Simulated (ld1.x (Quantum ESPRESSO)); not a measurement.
**Si (Z = 14): TM pseudisation with PBE, scalar-relativistic reference atom.**

ld1.x (Quantum ESPRESSO) 7.5 was run on this input:

```
&input
   title='Si', zed=14., rel=1, dft='PBE', iswitch=3,
   config='[Ne] 3s1.75 3p2.25',
   nld=2, rlderiv=2.35, eminld=-3.0, emaxld=5.0, deld=0.02
 /
 &inputp
   pseudotype=2, tm=.true., lloc=-1, rcloc=1.95,
   nlcc=.true., new_core_ps=.true., rcore=1.85,
   file_pseudopw='Si.UPF', file_wfcaegen='ae.wfc', file_wfcncgen='nc.wfc', file_beta='beta', file_chi='chi'
 /
2
3S  1  0   1.75   0.00  1.85  1.85  0.0
3P  2  1   2.25   0.00  2.15  2.15  0.0
 &test
   configts(1)='3s1.75 3p2.25'
 /
```

Command:

```bash
ld1.x < Si.in > Si.out
```

Resulting log (shortened: banner, matrices, multipoles, cross overlaps and the repeated all-electron block are left out):

```
Program LD1 v.7.5
     --------------------------- All-electron run ----------------------------

     Si
     scalar relativistic calculation

     atomic number is 14.00
     dft =PBE   lsd =0 sic =0 latt =0  beta=0.20 tr2=1.0E-14
     Exchange-correlation= PBE
                           (   1   4   3   4   0   0   0)
     mesh =1141 r(mesh) = 100.57892 a.u. xmin = -7.00 dx = 0.01250
     1 Ry =  13.60569312 eV, c = 137.03599908

     n l     nl                  e(Ry)          e(Ha)          e(eV)
     1 0     1S 1( 2.00)      -131.2963       -65.6481     -1786.3768
     2 0     2S 1( 2.00)       -10.2844        -5.1422      -139.9262
     2 1     2P 1( 6.00)        -7.0546        -3.5273       -95.9825
     3 0     3S 1( 1.75)        -0.8091        -0.4046       -11.0088
     3 1     3P 1( 2.25)        -0.3112        -0.1556        -4.2344

     final scf error:  2.6E-15 reached in  26 iterations

     Etot =    -579.550787 Ry,    -289.775393 Ha,   -7885.190155 eV

     Ekin =     580.982050 Ry,     290.491025 Ha,    7904.663481 eV
     Encl =   -1383.203632 Ry,    -691.601816 Ha,  -18819.444143 eV
     Eh   =     263.944181 Ry,     131.972090 Ha,    3591.143525 eV
     Exc  =     -41.273386 Ry,     -20.636693 Ha,    -561.553019 eV

     normalization and overlap integrals

     s(1S/1S) =  1.000000  <r> =   0.1113  <r2> =    0.0167  r(max) =   0.0723
     s(2S/2S) =  1.000000  <r> =   0.5679  <r2> =    0.3855  r(max) =   0.4543
     s(2P/2P) =  1.000000  <r> =   0.5375  <r2> =    0.3647  r(max) =   0.3861
     s(3S/3S) =  1.000000  <r> =   2.1557  <r2> =    5.4132  r(max) =   1.7744
     s(3P/3P) =  1.000000  <r> =   2.7712  <r2> =    9.2421  r(max) =   2.1403

     ------------------------ End of All-electron run ------------------------

     --------------------- Generating NC pseudopotential ---------------------

      Generating local potential from pseudized AE potential:
      Matching radius rcloc =   1.9500

      Local pseudo, rcloc= 1.937 Estimated cut-off energy=     6.42 Ry

      Computing core charge for nlcc:

       r > 1.87 : true rho core
      Core charge pseudized with two Bessel functions
      Integrated core pseudo-charge :   0.48

      Wfc   3S  rcut= 1.842  Using Troullier-Martins method

      Wfc   3P  rcut= 2.140  Using Troullier-Martins method

     ------------------- End of pseudopotential generation -------------------

     Computing logarithmic derivative in   2.35070
     Computing logarithmic derivative in   2.35070
     Computing the partial wave expansion
     R is outside the sphere for l=    0 j= 0.00
     R is outside the sphere for l=    1 j= 0.00

     ---------------------- Testing the pseudopotential ----------------------

     Si
     scalar relativistic calculation

     atomic number is 14.00   valence charge is  4.00
     dft =PBE   lsd =0 sic =0 latt =0  beta=0.20 tr2=1.0E-14
     mesh =1141 r(mesh) = 100.57892 xmin = -7.00 dx = 0.01250

     n l     nl             e AE (Ry)        e PS (Ry)    De AE-PS (Ry)
     1 0     3S   1( 1.75)       -0.80913       -0.80914        0.00000
     2 1     3P   1( 2.25)       -0.31122       -0.31122        0.00000

     eps = 4.4E-16  iter =  4

     Etot =    -579.550787 Ry,    -289.775393 Ha,   -7885.190155 eV
     Etotps =    -7.700468 Ry,      -3.850234 Ha,    -104.770199 eV

     Ekin =       2.648700 Ry,       1.324350 Ha,      36.037397 eV
     Encl =     -14.925552 Ry,      -7.462776 Ha,    -203.072484 eV
     Ehrt =       5.812147 Ry,       2.906073 Ha,      79.078284 eV
     Ecxc =      -2.372487 Ry,      -1.186243 Ha,     -32.279330 eV
     (Ecc =      -0.303491 Ry,      -0.151745 Ha,      -4.129200 eV)
     Epseu=       1.136725 Ry,       0.568363 Ha,      15.465934 eV

     ---------------------- End of pseudopotential test ----------------------
```

Generation and configuration tests took about 1.7 s on one core of a shared server CPU.

Transferability test of the new file with ld1.x, input:

```
&input
   title='Si', zed=14., rel=1, dft='PBE', iswitch=2,
   config='[Ne] 3s1.75 3p2.25'
 /
 &test
   file_pseudo='Si.UPF', nconf=8,
   configts(1)='3s1.75 3p2.25',
   configts(2)='3s2 3p2',
   configts(3)='3s2 3p1',
   configts(4)='3s2 3p0',
   configts(5)='3s1 3p3',
   configts(6)='3s2 3p1.5',
   configts(7)='3s1 3p0',
   configts(8)='3s1 3p2'
 /
```

```bash
ld1.x < Si.test.in > Si.test.out
```

Pseudopotential blocks of its output, shortened (energy terms left out):

```
     ---------------------- Testing the pseudopotential ----------------------

     n l     nl             e AE (Ry)        e PS (Ry)    De AE-PS (Ry)
     1 0     3S   1( 1.75)       -0.80913       -0.80914        0.00000
     2 1     3P   1( 2.25)       -0.31122       -0.31122        0.00000

     eps = 1.0E-16  iter =  4

     Etot =    -579.550787 Ry,    -289.775393 Ha,   -7885.190155 eV
     Etotps =    -7.700467 Ry,      -3.850234 Ha,    -104.770197 eV

     ---------------------- End of pseudopotential test ----------------------

          ---------------------- Testing the pseudopotential ----------------------

     n l     nl             e AE (Ry)        e PS (Ry)    De AE-PS (Ry)
     1 0     3S   1( 2.00)       -0.79473       -0.79471       -0.00001
     2 1     3P   1( 2.00)       -0.29996       -0.30000        0.00004

     eps = 3.4E-16  iter =  7

     Etot =    -579.674871 Ry,    -289.837436 Ha,   -7886.878406 eV
     Etotps =    -7.824549 Ry,      -3.912275 Ha,    -106.458416 eV
     dEtot_ae =      -0.124084 Ry
     dEtot_ps =      -0.124082 Ry,   Delta E=      -0.000002 Ry

     ---------------------- End of pseudopotential test ----------------------

          ---------------------- Testing the pseudopotential ----------------------

     n l     nl             e AE (Ry)        e PS (Ry)    De AE-PS (Ry)
     1 0     3S   1( 2.00)       -1.39899       -1.39844       -0.00055
     2 1     3P   1( 1.00)       -0.85670       -0.85637       -0.00032

     eps = 2.9E-15  iter =  6

     Etot =    -579.105988 Ry,    -289.552994 Ha,   -7879.138356 eV
     Etotps =    -7.255742 Ry,      -3.627871 Ha,     -98.719403 eV
     dEtot_ae =       0.444799 Ry
     dEtot_ps =       0.444725 Ry,   Delta E=       0.000074 Ry

     ---------------------- End of pseudopotential test ----------------------

          ---------------------- Testing the pseudopotential ----------------------

     n l     nl             e AE (Ry)        e PS (Ry)    De AE-PS (Ry)
     1 0     3S   1( 2.00)       -2.09735       -2.09567       -0.00168
     2 1     3P   1( 0.00)       -1.50702       -1.50575       -0.00127

     eps = 2.1E-15  iter =  9

     Etot =    -577.930541 Ry,    -288.965270 Ha,   -7863.145587 eV
     Etotps =    -6.080972 Ry,      -3.040486 Ha,     -82.735844 eV
     dEtot_ae =       1.620246 Ry
     dEtot_ps =       1.619495 Ry,   Delta E=       0.000751 Ry

     ---------------------- End of pseudopotential test ----------------------

          ---------------------- Testing the pseudopotential ----------------------

     n l     nl             e AE (Ry)        e PS (Ry)    De AE-PS (Ry)
     1 0     3S   1( 1.00)       -0.84977       -0.84983        0.00007
     2 1     3P   1( 3.00)       -0.34314       -0.34304       -0.00010

     eps = 1.2E-16  iter =  9

     Etot =    -579.174028 Ry,    -289.587014 Ha,   -7880.064086 eV
     Etotps =    -7.323637 Ry,      -3.661819 Ha,     -99.643160 eV
     dEtot_ae =       0.376759 Ry
     dEtot_ps =       0.376830 Ry,   Delta E=      -0.000071 Ry

     ---------------------- End of pseudopotential test ----------------------

          ---------------------- Testing the pseudopotential ----------------------

     n l     nl             e AE (Ry)        e PS (Ry)    De AE-PS (Ry)
     1 0     3S   1( 2.00)       -1.08246       -1.08224       -0.00022
     2 1     3P   1( 1.50)       -0.56422       -0.56414       -0.00008

     eps = 8.0E-17  iter =  6

     Etot =    -579.460145 Ry,    -289.730073 Ha,   -7883.956911 eV
     Etotps =    -7.609820 Ry,      -3.804910 Ha,    -103.536871 eV
     dEtot_ae =       0.090642 Ry
     dEtot_ps =       0.090648 Ry,   Delta E=      -0.000006 Ry

     ---------------------- End of pseudopotential test ----------------------

          ---------------------- Testing the pseudopotential ----------------------

     n l     nl             e AE (Ry)        e PS (Ry)    De AE-PS (Ry)
     1 0     3S   1( 1.00)       -2.90231       -2.89351       -0.00880  !
     2 1     3P   1( 0.00)       -2.26278       -2.25537       -0.00741  !

     eps = 8.0E-15  iter = 10

     Etot =    -575.433693 Ry,    -287.716847 Ha,   -7829.174246 eV
     Etotps =    -3.587856 Ry,      -1.793928 Ha,     -48.815267 eV
     dEtot_ae =       4.117093 Ry
     dEtot_ps =       4.112612 Ry,   Delta E=       0.004482 Ry

     ---------------------- End of pseudopotential test ----------------------

          ---------------------- Testing the pseudopotential ----------------------

     n l     nl             e AE (Ry)        e PS (Ry)    De AE-PS (Ry)
     1 0     3S   1( 1.00)       -1.45287       -1.45240       -0.00047
     2 1     3P   1( 2.00)       -0.90305       -0.90256       -0.00049

     eps = 4.1E-16  iter =  9

     Etot =    -578.559852 Ry,    -289.279926 Ha,   -7871.707806 eV
     Etotps =    -6.709699 Ry,      -3.354849 Ha,     -91.290103 eV
     dEtot_ae =       0.990934 Ry
     dEtot_ps =       0.990769 Ry,   Delta E=       0.000166 Ry

     ---------------------- End of pseudopotential test ----------------------
```
